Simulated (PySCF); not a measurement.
# Solvent effects on NMR parameters

Atom-mapped SMILES (the numbers label the heavy atoms): `[F:1][c:2]1[cH:3][cH:4][n:5][cH:6][cH:7]1`; H(Xn) means a hydrogen on atom n.

GIAO PBE0/pcSseg-1 in PySCF 2.14.0 with density-fitted response routines on one PBE0-D3(BJ)/def2-SVP conformer, non-relativistic, equivalent nuclei averaged. Solvents enter as an IEF-PCM continuum (cyclohexane with ε = 2.0, chloroform with ε = 4.7) around the gas-phase geometry. Shifts are referred to CFCl3, TMS computed in the same medium.

Gas phase, δ in ppm: F1 -99.4, C2 176.2, C4/C6 158.1, C3/C7 116.0, H(C4)/H(C6) 8.75, H(C3)/H(C7) 6.97. Dipole moment 0.87 D.

(1) How does each δ change in the continuum?

(2) Which nuclei move most (in ppm), and what does the model miss?

## Answers

(1) 
```csv
atoms,environment,"Δδ, cyclohexane","Δδ, chloroform"
F1,aryl fluorine,-0.1,+0.2
C2,aromatic carbon bearing fluorine,+0.7,+1.3
C4/C6,aromatic CH next to a ring nitrogen,+0.6,+1.2
C3/C7,aromatic CH,+0.9,+1.8
H(C4)/H(C6),hydrogen on an aromatic CH next to a ring nitrogen,+0.04,+0.06
H(C3)/H(C7),hydrogen on an aromatic CH,+0.15,+0.27
```

Changes are relative to the gas phase. The dipole moment becomes 1.02 D in cyclohexane, 1.17 D in chloroform.

(2) C3/C7 (aromatic CH, +1.8 ppm) in chloroform. A continuum only polarises the solute; specific hydrogen bonds, the anisotropy of aromatic solvents and changes of geometry or conformer are outside it.
